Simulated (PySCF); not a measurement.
# Reading the logs of faulty runs: B3GeH7

These are calculations, not measurements. The program is PySCF 2.14.0, an open-source quantum chemistry code, run on an isolated molecule that a program drew, which may never have been made. The molecule is B3GeH7 (charge 0, singlet), drawn as the SMILES string `BB[BH][GeH3]`.

Each row is a Hartree-Fock (HF) and frozen-core CCSD(T) single point in the cc-pVDZ basis, meant for a local HF minimum. Run 1 is clean. Each other run has one planted mistake out of seven kinds, and not every kind appears here: one electron removed, one electron added, multiplicity raised by two, geometry at a saddle point, minimal basis STO-3G, one bond length entered in bohr, all coordinates scaled. The reference is restricted for singlets and unrestricted otherwise, and also for a bond in bohr. Adding or removing an electron swaps singlet and doublet. Electrons count all cores. HOMO and LUMO are orbital energies over both spins, the gradient is its largest component, and the lowest frequency (negative if imaginary) is given only where the gradient is small. Bond lengths are over the 10 bonds as drawn. T1 is the CCSD diagnostic: over 0.02 (restricted) or 0.045 (unrestricted) a single reference is doubtful. Germanium has the cc-pVDZ-PP basis, with a core potential (ECP10MDF) in place of its 10 inner electrons, and its 3s, 3p and 3d shells are frozen in CCSD(T).

Geometry of the clean run:
```xyz
11
B3GeH7, angstrom
B    -0.7432   -1.6659   -1.1507
B    -0.2883   -0.1338   -0.6374
B    -0.8159    1.3436   -1.1963
Ge   -2.4746    2.3317   -0.3800
H    -0.1233   -2.2454   -2.0034
H    -1.6859   -2.2395   -0.6721
H     0.5087   -0.0925    0.2743
H    -0.2533    1.9207   -2.0881
H    -3.1190    1.5921    0.8016
H    -3.5506    2.5029   -1.4644
H    -2.0694    3.7309    0.1076
```

| run | electrons | basis functions | <S^2> | HOMO (eV) | LUMO (eV) | gradient (hartree/bohr) | lowest frequency (cm^-1) | mean bond (Å) | longest bond (Å) | T1 | HF (hartree) | CCSD(T) (hartree) | mistake |
|---|---|---|---|---|---|---|---|---|---|---|---|---|---|
| 1 | 54 | 100 | 0.000 | -10.50 | 1.45 | 3.3e-05 | 58 | 1.4869 | 2.096 | 0.0156 | -371.42518 | -371.84554 | no fault |
| 2 | 54 | 100 | 2.038 | -6.97 | -1.62 | 3.7e-02 | - | 1.4869 | 2.096 | 0.0286 | -371.29873 | -371.71473 | multiplicity raised by two |
| 3 | 54 | 100 | 0.000 | -10.62 | 1.58 | 2.0e-02 | - | 1.4333 | 2.021 | 0.0159 | -371.41382 | -371.83255 | all coordinates scaled |
| 4 | 54 | 100 | 0.734 | -9.71 | 0.25 | 1.3e-02 | - | 1.5947 | 2.290 | 0.0510 | -371.32042 | -371.73683 | ? |
| 5 | 53 | 100 | 0.780 | -16.73 | -7.92 | 6.1e-02 | - | 1.4869 | 2.096 | 0.0288 | -371.08740 | -371.48734 | ? |

**Which mistake was planted in run 4, and what did it cost?**

The mean bond changes by a factor of 1.072 and the longest by 1.093, so the molecule wasn't scaled as a whole. A length L in bohr read as angstrom grows by (1/0.5292 - 1) L = 0.890 L. The 10 bonds together grew by 10 x 0.1078 = 1.078 Å, which gives L = 1.212 Å. That is the length of one of the B-H bonds, 1.212 Å in the clean geometry. So the mistake is: one bond length entered in bohr. Subtracting run 1 and multiplying by 627.51 kcal/mol a hartree, the energy moved by 65.7 kcal/mol in HF and 68.2 kcal/mol in CCSD(T).

**Which mistake was planted in run 5, and what did it cost?**

It counts 53 electrons, one fewer than the clean run, at the same geometry and basis. So the mistake is: one electron removed. Subtracting run 1 and multiplying by 627.51 kcal/mol a hartree, the energy moved by 212.0 kcal/mol in HF and 224.8 kcal/mol in CCSD(T).

Cautions from the logs. Run 4: T1 is over the limit, so its CCSD(T) energy is less reliable.
